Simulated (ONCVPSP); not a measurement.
Scattering properties, ONCV potential for Zn

ONCVPSP 4.0.1 input, shortened (lines: element, Z, core and valence counts, functional; n l f; lmax; l rc ep ncon nbas qcut; lloc lpopt rc5 dvloc0; l nproj debl; icmod fcfact rcfact), PBEsol, scalar-relativistic:

```
  Zn 30.00    5    3  -116133      upf
    1    0    2.00
    2    0    2.00
    2    1    6.00
    3    0    2.00
    3    1    6.00
    3    2   10.00
    4    0    1.75
    4    1    0.25
    2
    0    1.70    0.00    4    8    4.70
    1    3.15    0.00    4    8    2.90
    2    1.40    0.00    3    8   11.70
    4    5    1.05    6.00
    0    1    2.00
    1    2    3.30
    2    3    2.60
    3    4.75    1.65
```

The phase is arctan(r·R′/R) of the radial function R(r), unwrapped; energies in Ha, scanned from -2 to 5 Ha. A pole is an energy at which the radial function vanishes at the test radius. The pseudo phase is shifted by a multiple of π to meet the all-electron one at the reference energy, and phase errors are pseudo minus all-electron; the curves can meet again beyond the range given. Levels narrower than the energy grid can be missing from the lists of poles.

| channel | radius (bohr) | reference energy (Ha) | poles, all-electron | poles, pseudo | unbroken range about the reference energy with phases within 0.05 rad | phase error 1 Ha above the reference energy (rad) |
| --- | --- | --- | --- | --- | --- | --- |
| s | 1.72 | -0.24 | 3.10 | 0.59, 3.27 | below 0.3 | -2.914 |
| p | 3.19 | -0.05 | 0.45, 2.79 | 0.44, 2.77, 4.83 | below 1.0 | -0.040 |
| d | 1.42 | -0.40 | 0.11 | 0.11 | the whole range | -0.000 |

Note: no bound ghost flagged; GHOST(+) flagged for s at 19.1 eV.

Phases in the d channel:

```csv
E (Ha),all-electron,pseudo
-1.98,0.999,0.999
-1.62,0.862,0.862
-1.26,0.583,0.583
-0.90,-0.079,-0.079
-0.54,-0.958,-0.958
-0.18,-1.393,-1.393
0.18,-1.601,-1.601
0.54,-1.735,-1.735
0.90,-1.847,-1.847
1.26,-1.963,-1.963
1.62,-2.103,-2.103
1.98,-2.297,-2.297
2.34,-2.589,-2.590
2.70,-3.013,-3.013
3.06,-3.486,-3.486
3.42,-3.855,-3.855
3.78,-4.095,-4.095
4.14,-4.249,-4.249
4.50,-4.354,-4.354
4.86,-4.429,-4.429
```
